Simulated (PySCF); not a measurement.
**Dipole moment and polarisability of SnIMe3**

Species: SnIMe3, C3H9ISn.
Geometry (PBE0-D3(BJ)/def2-SVP, Å), atoms numbered from 1 in this order:
```xyz
14
C3H9ISn angstrom
Sn     0.0019   -0.0022    0.3729
I      0.0338    0.0114    3.0976
C      2.0607   -0.0142   -0.2348
H      2.5774    0.8535    0.1978
H      2.1254    0.0342   -1.3320
H      2.5459   -0.9346    0.1172
C     -1.0261    1.7907   -0.2079
H     -2.0555    1.7684    0.1751
H     -1.0490    1.8724   -1.3048
H     -0.5076    2.6651    0.2088
C     -1.0453   -1.7894   -0.1901
H     -2.0742   -1.7523    0.1934
H     -0.5364   -2.6645    0.2361
H     -1.0706   -1.8824   -1.2860
```

Level: B3LYP/def2-SVPD (PySCF), static field, nuclei fixed, core orbitals frozen in the response. The polarisability tensor in these axes (au):

```
x   111.10   0.02   0.21
y     0.02 111.15   0.08
z     0.21   0.08 132.44
```

Task: Give the principal values, the mean and the anisotropy Δα = √{½[(α1 − α2)² + (α2 − α3)² + (α1 − α3)²]}.

Result: Principal values 111.09, 111.15 and 132.44 au; mean 118.23 au = 17.52 Å³ = 19.49 × 10⁻⁴⁰ C²·m²/J; Δα = 21.32 au (18 % of the mean).

Task: What is the dipole moment, and where does it point?

Result: (-0.04, -0.02, -3.29) D, 3.29 D in size, pointing from the negative to the positive side. Measured along this direction, the outermost atoms are I2 at the negative end and H14, H9 and H5 at the positive end.

Task: Orientational against electronic polarisability at 500 K (dilute gas, rigid molecules)?

Result: In Gaussian units μ²/3kT = 52.31 Å³ against 17.52 Å³, a ratio of 2.99; the Debye molar polarisation (4π/3)N_A(α + μ²/3kT) is 176.1 cm³/mol, leaving out the vibrational part.

Task: Rayleigh depolarisation ratio (linearly polarised light, static tensor)?

Result: ρ = 3Δα²/(45ᾱ² + 4Δα²) = 1363.4/(629032 + 1817.9) = 0.00216.

Task: Sum over states: ᾱ = Σ f/ω², ω in Eh. What share falls to these 10 lowest TDDFT singlets (eV, f)? 4.96, 0.0241; 4.96, 0.0238; 5.87, 0.0378; 5.87, 0.0382; 6.54, 0.1310; 6.55, 0.0432; 6.56, 0.0421; 6.66, 0.0000; 6.67, 0.0172; 6.68, 0.0174.

Result: They add up to 7.38 au, 6.2 % of the 118.23 au; the largest single term is 2.26 au, from the state at 6.54 eV. Terms in order: 0.73, 0.72, 0.81, 0.82, 2.26, 0.74, 0.72, 0.00, 0.29, 0.29 au. Higher excitations give the rest. The strengths listed sum to 0.375.

Task: What would n − 1 = 2πNα be for an ideal gas of these molecules at 273.15 K and 1 atm, electronic part alone?

Result: N = p/kT = 2.6868 × 10¹⁹ cm⁻³, so n − 1 = 2π × N × 17.52 × 10⁻²⁴ cm³ = 2958 × 10⁻⁶ at long wavelengths.

Geometry: PBE0-D3(BJ)/def2-SVP; no solvent, vibrations or thermal averaging. Atoms past krypton carry effective core potentials; spin–orbit coupling is left out.
